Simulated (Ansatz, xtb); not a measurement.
Pulling on the As1–H2 bond in AsH3 (SMILES [AsH3]) (multiplicity 1 held, fragments rigid). Energies count from the point at 1.525 Å.
Geometry at that point (charge 0, multiplicity 1):
```xyz
4

As     0.0004     0.0004     0.0708
H     -0.2814     1.2323    -0.7831
H     -0.9371    -0.8619    -0.7681
H      1.2044    -0.3827    -0.7836
```

R- and RO- levels are restricted; in cc, def2 and unpolarised 6-31G sets they are followed outwards from rest. Active spaces are followed from a long bond inwards. Curves can end on different states.

Frozen-core correlation. Filled d and f shells under p-block atoms count as core.

Programs: Ansatz (Gaussian orbitals); xtb for the GFN methods. Values without a source in brackets are computed. The GFN methods have no spin term and hold the electronic entropy of 300 K.

Energies in eV.

```json
[
 {"R (Å)": "1.220", "GFN2-xTB": "1.11", "R-CCSDT/cc-pVTZ": "1.39", "FIC-MRCISD on CASSCF(2,2)/cc-pVTZ": "1.38", "FIC-MRCISD+Q on CASSCF(2,2)/cc-pVTZ": "1.38"},
 {"R (Å)": "1.373", "GFN2-xTB": "0.13", "R-CCSDT/cc-pVTZ": "0.27", "FIC-MRCISD on CASSCF(2,2)/cc-pVTZ": "0.26", "FIC-MRCISD+Q on CASSCF(2,2)/cc-pVTZ": "0.26"},
 {"R (Å)": "1.525", "GFN2-xTB": "0.00", "R-CCSDT/cc-pVTZ": "0.00", "FIC-MRCISD on CASSCF(2,2)/cc-pVTZ": "0.00", "FIC-MRCISD+Q on CASSCF(2,2)/cc-pVTZ": "0.00"},
 {"R (Å)": "1.678", "GFN2-xTB": "0.16", "R-CCSDT/cc-pVTZ": "0.17", "FIC-MRCISD on CASSCF(2,2)/cc-pVTZ": "0.16", "FIC-MRCISD+Q on CASSCF(2,2)/cc-pVTZ": "0.17"},
 {"R (Å)": "1.830", "GFN2-xTB": "0.44", "R-CCSDT/cc-pVTZ": "0.53", "FIC-MRCISD on CASSCF(2,2)/cc-pVTZ": "0.53", "FIC-MRCISD+Q on CASSCF(2,2)/cc-pVTZ": "0.53"},
 {"R (Å)": "2.059", "GFN2-xTB": "0.94", "R-CCSDT/cc-pVTZ": "1.20", "FIC-MRCISD on CASSCF(2,2)/cc-pVTZ": "1.19", "FIC-MRCISD+Q on CASSCF(2,2)/cc-pVTZ": "1.20"},
 {"R (Å)": "2.288", "GFN2-xTB": "1.49", "R-CCSDT/cc-pVTZ": "1.83", "FIC-MRCISD on CASSCF(2,2)/cc-pVTZ": "1.82", "FIC-MRCISD+Q on CASSCF(2,2)/cc-pVTZ": "1.83"},
 {"R (Å)": "2.669", "GFN2-xTB": "2.34", "R-CCSDT/cc-pVTZ": "2.63", "FIC-MRCISD on CASSCF(2,2)/cc-pVTZ": "2.60", "FIC-MRCISD+Q on CASSCF(2,2)/cc-pVTZ": "2.62"},
 {"R (Å)": "3.050", "GFN2-xTB": "3.00", "R-CCSDT/cc-pVTZ": "3.07", "FIC-MRCISD on CASSCF(2,2)/cc-pVTZ": "3.02", "FIC-MRCISD+Q on CASSCF(2,2)/cc-pVTZ": "3.05"},
 {"R (Å)": "3.508", "GFN2-xTB": "3.54", "R-CCSDT/cc-pVTZ": "3.29", "FIC-MRCISD on CASSCF(2,2)/cc-pVTZ": "3.23", "FIC-MRCISD+Q on CASSCF(2,2)/cc-pVTZ": "3.26"},
 {"R (Å)": "4.118", "GFN2-xTB": "3.89", "R-CCSDT/cc-pVTZ": "3.37", "FIC-MRCISD on CASSCF(2,2)/cc-pVTZ": "3.31", "FIC-MRCISD+Q on CASSCF(2,2)/cc-pVTZ": "3.34"},
 {"R (Å)": "4.881", "GFN2-xTB": "4.00", "R-CCSDT/cc-pVTZ": "3.39", "FIC-MRCISD on CASSCF(2,2)/cc-pVTZ": "3.32", "FIC-MRCISD+Q on CASSCF(2,2)/cc-pVTZ": "3.36"}
]
```

Doubts at one or more of the structures used: a restricted determinant that unrestricted orbitals would lower (R-CCSDT/cc-pVTZ); other coupled-cluster roots lie near (R-CCSDT/cc-pVTZ); T1 above 0.05 (R-CCSDT/cc-pVTZ).

Ansatz is a first-principles code.
